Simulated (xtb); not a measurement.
xtb input (GFN1-xTB):

```bash
xtb mol.xyz --gfn 1 --sp --chrg 0 --uhf 0
```
mol.xyz:
```
12

C      1.61406429    -0.16182810    -0.20220695
C      1.25977870     0.93246872     0.46447737
Se    -0.47575865     1.56636902     0.91484640
C     -1.56791489     0.36154276    -0.19480622
C     -1.18841248    -1.10067076    -0.05673958
Se     0.52716201    -1.55258486    -0.91015527
H      2.66376173    -0.34871757    -0.39404424
H      2.02833915     1.60693646     0.82225110
H     -2.58371323     0.52897108     0.16597648
H     -1.50615298     0.69309897    -1.22816476
H     -1.90922580    -1.73378336    -0.57600758
H     -1.14581687    -1.40424280     0.98614276
```

End of the output:

```
         :::::::::::::::::::::::::::::::::::::::::::::::::::::
         ::                     SUMMARY                     ::
         :::::::::::::::::::::::::::::::::::::::::::::::::::::
         :: total energy             -18.351767634172 Eh    ::
         :: gradient norm              0.020003087797 Eh/a0 ::
         :: HOMO-LUMO gap              3.563555529356 eV    ::
         ::.................................................::
         :: SCC energy               -18.529712287380 Eh    ::
         :: -> electrostatic           0.001332744564 Eh    ::
         :: repulsion energy           0.184076926567 Eh    ::
         :: dispersion energy         -0.006132273360 Eh    ::
         :: halogen bond corr.         0.000000000000 Eh    ::
         :: add. restraining           0.000000000000 Eh    ::
         :: total charge               0.000000000000 e     ::
         :::::::::::::::::::::::::::::::::::::::::::::::::::::

           -------------------------------------------------
          |                Property Printout                |
           -------------------------------------------------

    * Orbital Energies and Occupations

         #    Occupation            Energy/Eh            Energy/eV
      -------------------------------------------------------------
         1        2.0000           -0.8836640             -24.0457
       ...           ...                  ...                  ...
         5        2.0000           -0.6039131             -16.4333
         6        2.0000           -0.5712157             -15.5436
         7        2.0000           -0.5454821             -14.8433
         8        2.0000           -0.5402369             -14.7006
         9        2.0000           -0.5214905             -14.1905
        10        2.0000           -0.5071656             -13.8007
        11        2.0000           -0.4906966             -13.3525
        12        2.0000           -0.4614556             -12.5568
        13        2.0000           -0.4507000             -12.2642
        14        2.0000           -0.4459679             -12.1354
        15        2.0000           -0.4382279             -11.9248
        16        2.0000           -0.3962219             -10.7817
        17        2.0000           -0.3613222              -9.8321 (HOMO)
        18                         -0.2303640              -6.2685 (LUMO)
        19                         -0.2058356              -5.6011
        20                         -0.1970054              -5.3608
Note: The following floating-point exceptions are signalling: IEEE_DENORMAL
normal termination of xtb
        21                         -0.1754636              -4.7746
        22                         -0.1517019              -4.1280
        23                         -0.0962376              -2.6188
        24                         -0.0943428              -2.5672
        25                         -0.0866032              -2.3566
        26                         -0.0706902              -1.9236
        27                         -0.0589708              -1.6047
        28                         -0.0540659              -1.4712
       ...                                ...                  ...
        46                          0.6133705              16.6907
      -------------------------------------------------------------
                  HL-Gap            0.1309583 Eh            3.5636 eV
             Fermi-level           -0.2958431 Eh           -8.0503 eV

  Mulliken/CM5 charges         n(s)   n(p)   n(d)
     1C    -0.06948 -0.12801   1.080  2.989  0.000
     2C    -0.06948 -0.12801   1.080  2.989  0.000
     3Se    0.04921  0.04660   1.953  4.044 -0.046
     4C    -0.04913 -0.15641   1.055  2.995  0.000
     5C    -0.04913 -0.15641   1.055  2.995  0.000
     6Se    0.04921  0.04660   1.953  4.044 -0.046
     7H     0.02596  0.08256   0.974  0.000  0.000
     8H     0.02596  0.08256   0.974  0.000  0.000
     9H     0.02449  0.07993   0.976  0.000  0.000
    10H     0.01896  0.07534   0.981  0.000  0.000
    11H     0.02449  0.07993   0.976  0.000  0.000
    12H     0.01896  0.07534   0.981  0.000  0.000

Wiberg/Mayer (AO) data.
largest (>0.10) Wiberg bond orders for each atom

 ---------------------------------------------------------------------------
     #   Z sym  total        # sym  WBO       # sym  WBO       # sym  WBO
 ---------------------------------------------------------------------------
     1   6 C    3.976 --     2 C    1.860     6 Se   1.033     7 H    0.974
     2   6 C    3.976 --     1 C    1.860     3 Se   1.033     8 H    0.974
     3  34 Se   2.126 --     2 C    1.033     4 C    0.949
     4   6 C    3.991 --     5 C    1.036    10 H    0.995     9 H    0.985
                             3 Se   0.949
     5   6 C    3.991 --     4 C    1.036    12 H    0.995    11 H    0.985
                             6 Se   0.949
     6  34 Se   2.126 --     1 C    1.033     5 C    0.949
     7   1 H    1.008 --     1 C    0.974
     8   1 H    1.008 --     2 C    0.974
     9   1 H    1.012 --     4 C    0.985
    10   1 H    1.019 --     4 C    0.995
    11   1 H    1.012 --     5 C    0.985
    12   1 H    1.019 --     5 C    0.995
 ---------------------------------------------------------------------------

Topologies differ in total number of bonds
Writing topology from bond orders to xtbtopo.mol

 dipole moment from electron density (au)
     X       Y       Z
  -0.2935  -0.0787  -0.0268  total (Debye):    0.775

           -------------------------------------------------
          | TOTAL ENERGY              -18.351767634172 Eh   |
          | GRADIENT NORM               0.020003087797 Eh/α |
          | HOMO-LUMO GAP               3.563555529356 eV   |
           -------------------------------------------------

------------------------------------------------------------------------
------------------------------------------------------------------------
 total:
 SCF:
```
